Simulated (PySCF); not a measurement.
BrRuN: from structure and modes to constants

Computed with PBE0/[Ru def2-SVP with ECP28, N def2-SVP, Br def2-SVP], scalar-relativistic core potentials, density fitting, no spin–orbit coupling, PySCF.

The singlet minimum has Cs symmetry. Masses (u): Ru 101.90435, N 14.00307, Br 78.91834.

```xyz
3
charge 0 multiplicity 1, angstrom
Ru   -0.7853    0.0000   -0.4506
N    -2.2403    0.0000    0.0596
Br    1.4116    0.0000    0.5713
```

Harmonic wavenumbers (cm⁻¹): 102.0 (a', ×1), 274.9 (a', ×1), 1291.1 (a', ×1).

Question: What is the harmonic zero-point energy?

Answer: Half the sum of all 3 wavenumbers, 1668/2 = 834 cm⁻¹, which is 10.0 kJ/mol (1 cm⁻¹ = 0.0119627 kJ/mol).

Question: Find the vibrational entropy and heat capacity at 298.15 K.

Answer: With u = 1.43878 ω/T, each mode gives S = R[u/(eᵘ−1) − ln(1−e⁻ᵘ)] and C = R u² eᵘ/(eᵘ−1)².
```tsv
ω (cm⁻¹)	u	S (J/(mol K))	C (J/(mol K))
102.0	0.492	14.29	8.15
274.9	1.326	6.55	7.20
1291.1	6.231	0.12	0.64
```
The sums over all modes are S = 21.0 and C = 16.0 J/(mol K); the softest mode gives 68 % of the entropy.

Question: Give the standard entropy (298.15 K, 1 bar) by its translational, rotational, vibrational and spin parts, and Cp.

Answer: Sackur–Tetrode with M = 194.83 u gives 174.6; rotation with symmetry number 1 gives 107.1; vibration 21.0; spin R ln 1 = 0.0. The total is 302.7 J/(mol K), and Cp = 4 R + 16.0 = 49.2 J/(mol K).

Only a few start shapes were tried, so a lower isomer may exist.
